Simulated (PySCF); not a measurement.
**Radial density of Nb²⁺ (niobium, charge +2)**

BP86, [Kr] 4d3, high-spin 4F determinant. All numbers are calculated (PySCF 2.14, a scalar-relativistic core potential, in def2-SVP with the def2 core potential (28 electrons) (5s3p2d1f, 31 functions)). This is the valence pseudo-density: the core potential removes the inner electrons and smooths the orbitals near the nucleus.

```
r (bohr)  4πr²ρ (e/bohr)  4πr²(ρα − ρβ)
  0.0371       1.086e-05         0.0000
  0.0625       2.931e-05         0.0000
   0.105       7.833e-05         0.0000
   0.177       0.0004696         0.0002
   0.297         0.01751         0.0038
   0.500          0.6582         0.0716
   0.841           6.976         0.7304
    1.41           7.856         1.8236
    2.38           1.433         0.9230
    4.00         0.08331         0.0811
    6.73       0.0008743         0.0009
```

Energies and moments cover only the electrons outside the core potential.
